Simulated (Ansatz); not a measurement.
`B[CH](Cl)[GeH3]` + H₂ → `BCCl` + GeH₄  (hydrogenolysis of a C–Ge bond)

Gas-phase electronic energies from Ansatz, PBE0-D4/def2-TZVP geometries. CCSD(T)/CBS adds triple-zeta CCSD(T) − MP2 to the extrapolated MP2 energy (def2 sets, frozen cores). This one scheme is used for every species. DFT in def2-TZVPP. For Ge outer-core shells are correlated without core-valence functions, which leaves a few kJ/mol of doubt a bond. Scalar relativity is left out up to krypton.

| level | ΔE (kcal/mol) | difference from CCSD(T)/CBS |
| --- | --- | --- |
| PBE0-D4 | -5.3 | -1.4 |
| ωB97X-V | -6.6 | -2.7 |
| ωB97M-V | -5.5 | -1.6 |
| r2SCAN | -5.0 | -1.1 |
| PBE0 | -7.0 | -3.1 |
| MP2/def2-TZVPP | -2.2 | 1.7 |
| CCSD/def2-TZVPP | -6.5 | -2.6 |
| CCSD(T)/def2-TZVPP | -4.6 | -0.7 |
| HF/def2-QZVPP | -14.8 | -10.9 |
| MP2/def2-QZVPP | -1.9 | 2.0 |
| CCSD(T)/CBS | -3.9 | 0 |

Largest T1 diagnostic among the species: 0.012.

From PBE to PBE0 (25 % exact exchange), in def2-TZVPP and without D4, ΔE moves by −1.5 kcal/mol. The D4 term adds +3.2 kcal/mol with B3LYP and +1.7 kcal/mol with PBE0; it sums over pairs of atoms, weighted by their polarisabilities, and B3LYP, whose exchange is more repulsive, gets the larger term. In def2-TZVPP, CCSD(T) changes the Hartree–Fock value by +10.0 kcal/mol (the triples alone add +1.9 kcal/mol) and MP2 by +12.3 kcal/mol.

B3LYP here is the variant with VWN-RPA as its local correlation; programs differ in this.
